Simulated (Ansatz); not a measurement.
This geometry of CH₁₁AlOSi₃ (17 atoms, charge 0, multiplicity 1) is a first-order saddle point.

Level of theory: Ansatz, RKS PBE0-D4/STO-3G.

```xyz
17
Properties=species:S:1:pos:R:3
Al -2.590 -1.012 0.943
O -1.487 0.072 0.304
Si -0.042 -0.355 -0.457
Si 0.868 -2.341 0.138
C 1.176 1.032 -0.120
Si 0.526 2.748 -0.510
H -3.851 -0.418 1.481
H -2.251 -2.471 0.963
H -0.280 -0.375 -1.891
H 2.245 -2.397 -0.293
H 0.858 -2.528 1.570
H 0.183 -3.464 -0.457
H 2.083 0.850 -0.705
H 1.483 0.998 0.929
H -0.870 2.716 -0.875
H 0.671 3.619 0.632
H 1.260 3.324 -1.612
```

Task: Which two structures does it join? (They come from a converged band through this point; their orientation in space is the band's.)

Result: No bond is made or broken. The dihedral Si3–C5–Si6–H15 goes from -51 to 69°.

First end point:

```xyz
17
Properties=species:S:1:pos:R:3
Al -2.359 -0.768 1.431
O -1.378 0.152 0.435
Si -0.096 -0.438 -0.491
Si 0.894 -2.340 0.235
C 1.159 0.954 -0.598
Si 0.371 2.647 -0.682
H -3.495 -0.043 2.074
H -2.042 -2.219 1.627
H -0.592 -0.666 -1.838
H 2.171 -2.509 -0.419
H 1.140 -2.305 1.658
H 0.104 -3.515 -0.047
H 1.781 0.801 -1.486
H 1.837 0.924 0.260
H -0.631 2.690 -1.720
H -0.250 2.983 0.577
H 1.366 3.652 -0.974
```

Last end point:

```xyz
17
Properties=species:S:1:pos:R:3
Al -2.607 -0.901 0.729
O -1.465 0.109 0.040
Si 0.033 -0.371 -0.571
Si 0.839 -2.368 0.129
C 1.244 1.002 -0.155
Si 0.479 2.707 -0.235
H -3.893 -0.254 1.124
H -2.278 -2.351 0.915
H -0.081 -0.409 -2.020
H 2.229 -2.489 -0.246
H 0.767 -2.505 1.565
H 0.134 -3.483 -0.458
H 2.086 0.951 -0.852
H 1.664 0.851 0.844
H -0.471 2.888 0.835
H 1.498 3.722 -0.108
H -0.197 2.901 -1.495
```

Task: How far does it lie above each of them?

Result: 1.4 kcal/mol above the first and 1.4 kcal/mol above the second. This is the barrier of this one path; another mechanism may lie lower. Limits of this set-up: minimal basis.

Time of the run: 9.6 min on 1 CPU thread of a shared host.
